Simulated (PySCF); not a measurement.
Broadened absorption spectrum of [C5H5N2S]-

Compound: C₅H₅N₂S (charge -1).
Bonds: C1–C2, C2–S3 (double), C2–C4, C4–C5 (aromatic), C5–C6 (aromatic), C6–N7 (aromatic), N7–N8 (aromatic), C4–N8 (aromatic). Hydrogens: H9, H10, H11 on C1; H12 on C5; H13 on C6.

The calculation used TDDFT wB97X-D/def2-SVPD, vertical, gas phase, core orbitals frozen in the response (PySCF). Geometry: GFN2-xTB, one conformer, isolated ion. Torsions of this conformer, `[CH3:1][C:2](=[S:3])[c:4]1[cH:5][cH:6][n:7][n-:8]1`: C1–C2–C4–C5 180°.

Computed states:

```tsv
state	E (eV)	f
S1	2.74	0.0001
S2	3.54	0.0021
S3	3.77	0.411
S4	4.31	0.041
S5	5.35	0.062
S6	5.68	0.031
S7	5.76	0.0001
S8	5.84	0.029
```

Each state is given a Gaussian of 0.4 eV full width at half maximum, with ε(max) = 2.175×10⁸ f / Δν̃ (Δν̃ the width in cm⁻¹). The width is an assumption, not a result. The curve ends short of the highest state used, and states not computed would add to its high-energy end.

Question: What does the envelope look like, and where are its maxima?

Answer: 
(λ (nm), ε (L mol⁻¹ cm⁻¹)): (236.7, 3485), (246.5, 732), (256.3, 69), (266.1, 335), (275.8, 1524), (285.6, 2806), (295.4, 3350), (305.2, 7125), (315.0, 17250), (324.8, 26669), (334.6, 26018), (344.4, 17152), (354.2, 8164), (364.0, 2975), (373.7, 887), (383.5, 221), (393.3, 49), (403.1, 11), (412.9, 4), (422.7, 4), (432.5, 6), (442.3, 7), (452.1, 7), (461.9, 7), (471.6, 6), (481.4, 5), (491.2, 3), (501.0, 2), (510.8, 1), (520.6, 1), (530.4, 0), (540.2, 0), (550.0, 0), (559.8, 0), (569.5, 0), (579.3, 0)

Maxima: 453 nm (2.74 eV), ε about 7.4, made up of S1 (100%); 329 nm (3.77 eV), ε about 28000, made up of S3 (100%) (ε in L mol⁻¹ cm⁻¹; maxima over ε = 5, shares over 10%). At its high-energy end, 5.24 eV, the curve is still rising (ε about 3500, from S5).

Question: On this curve, what absorbance would a 10⁻³ mol/L sample give at 280 nm over a 1 cm path?

Answer: 280 nm is 4.428 eV, where ε is about 2200 L mol⁻¹ cm⁻¹, so A = ε c l ≈ 2.2 (Beer–Lambert, with the gas-phase spectrum and the assumed width).

Question: What would ε be at 3.77 eV, the highest of these maxima, with half the width (0.2 eV)?

Answer: About 55500 L mol⁻¹ cm⁻¹ against 27800, a factor of about 1.99; a lone state at its own centre would give exactly 2.

Question: Coming from long wavelengths, where does ε first pass 100 L mol⁻¹ cm⁻¹?

Answer: At about 389 nm (3.19 eV), 0.45 eV above S1.

No detachment energy is given for this anion; states above it aren't bound, and a finite basis only mimics them.

Hardware: one thread, Arm Neoverse V1, shared host. Cost: 44 s wall.
